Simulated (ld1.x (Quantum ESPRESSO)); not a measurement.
# What one change does to a pseudopotential (phosphorus, ultrasoft)

```json
{
 "Element": "P",
 "Generator": "ld1.x (Quantum ESPRESSO) 7.5",
 "Type": "ultrasoft",
 "Functional": "PBE",
 "Relativity": "non-relativistic",
 "Frozen core": "[Ne]",
 "Valence charge": "5",
 "Reference configuration": "3s2 3p1.5 (charge +1.5)",
 "Partial waves": "3s (bound): rcut 1.50, rcutus 1.70 bohr; 3s channel at -0.75 Ry: rcut 1.50, rcutus 1.70 bohr; 3p (bound): rcut 1.30, rcutus 1.75 bohr; 3p channel at 1.75 Ry: rcut 1.30, rcutus 1.75 bohr; 3d channel at 0.15 Ry: rcut 1.65, rcutus 1.85 bohr",
 "Local potential": "all-electron potential smoothed inside 1.40 bohr (lloc = -1)",
 "Core correction": "none",
 "Augmentation charge": "built from norm-conserving waves at rcut, not smoothed further"
}
```

All-electron outer shells of the reference configuration (PBE, non-relativistic, ld1.x):

```json
{"shell": "3s", "level (eV)": "-28.39", "outermost node (bohr)": "0.65", "outermost maximum (bohr)": "1.54"}
{"shell": "3p", "level (eV)": "-19.11", "outermost node (bohr)": "0.64", "outermost maximum (bohr)": "1.72"}
```

Change: augmentation PSQ, radius 1.05 bohr.

Cutoffs: the cutoffs (Ry, on a coarse ladder) from which the occupation-weighted sum of valence levels, in a spherical-Bessel basis at the reference potential, stays within 10 and 1 mRy of its value at 400 Ry; they do not see the model core or the augmentation charge, which bear on the density cutoff. Errors are all-electron minus pseudo energies relative to the spin-unpolarised reference configuration.

What does the change do?

The potential gets neither clearly harder nor softer (12 Ry and 21 Ry → 12 Ry and 21 Ry); of the 7 tests that both files solve, the error grows in 3 and shrinks in 2 by more than 15 % and 0.3 meV (median size 0.8 → 3.2 meV); neither file shows a bound ghost.

| quantity | base | changed |
| --- | --- | --- |
| cutoff, loose | 12 Ry | 12 Ry |
| cutoff, tight | 21 Ry | 21 Ry |
| bound ghosts | none | none |
| error for 3s2 3p3, meV [ΔE -18.06 eV] | +0.4 | +1.7 |
| error for 3s2 3p2, meV [ΔE -8.32 eV] | +0.3 | +2.3 |
| error for 3s2 3p1, meV [ΔE 10.84 eV] | +0.8 | +1.0 |
| error for 3s1 3p4, meV [ΔE -9.62 eV] | +4.5 | -4.3 |
| error for 3s2 3p2.5, meV [ΔE -14.28 eV] | +0.6 | +3.2 |
| error for 3s1 3p0, meV [ΔE 92.47 eV] | +148 | +70 |
| error for 3s2 3p0, meV [ΔE 40.59 eV] | +20 | -4.1 |
| s: phases at 2.01 bohr within 0.05 rad from the reference energy up to (Ry; the scan ends near 5) | to the end of the scan | 4.2 |
| p: phases at 2.01 bohr within 0.05 rad from the reference energy up to (Ry; the scan ends near 5) | to the end of the scan | to the end of the scan |
| d: phases at 2.01 bohr within 0.05 rad from the reference energy up to (Ry; the scan ends near 5) | 3.7 | 3.7 |
| lowest overlap eigenvalue by channel | s 0.39, p 0.70, d 1.00 | s 0.42, p 0.74, d 1.00 |
